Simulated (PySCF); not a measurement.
**Ionisation energy of Pd⁺ by level of theory**

Pd⁺ [Kr] 4d9 (2D) → Pd²⁺ [Kr] 4d8 (3F), as a difference of total energies. Computed with PySCF 2.14 in aug-cc-pVTZ-DK, with the spin-free X2C one-electron Hamiltonian (Gaussian nucleus). Correlated levels: valence: [Kr] frozen. The calculations carry no spin-orbit coupling.

| method | ionisation energy (eV) |
| --- | --- |
| UHF | 17.436 |
| LDA | 20.363 |
| PBE | 19.842 |
| PBE0 | 19.532 |
| r2SCAN | 19.358 |
| r2SCANh | 19.302 |
| PW91 | 19.923 |
| MN15 | 19.839 |
| MP2 (valence) | 19.481 |
| SCS-MP2 (valence) | 19.344 |

How much does correlation contribute at MP2 (valence)?

19.481 − (17.436) = 2.045 eV, measured against UHF.

A first-order spin-orbit estimate (lowest level to lowest level, LS coupling) adds -0.117 eV.

Errors of the correlated levels include the incompleteness of this basis and the frozen core.

For comparison: 19.43 ± 0.12 eV (semi-empirical (NIST evaluation); NIST Atomic Spectra Database, ionization energies).
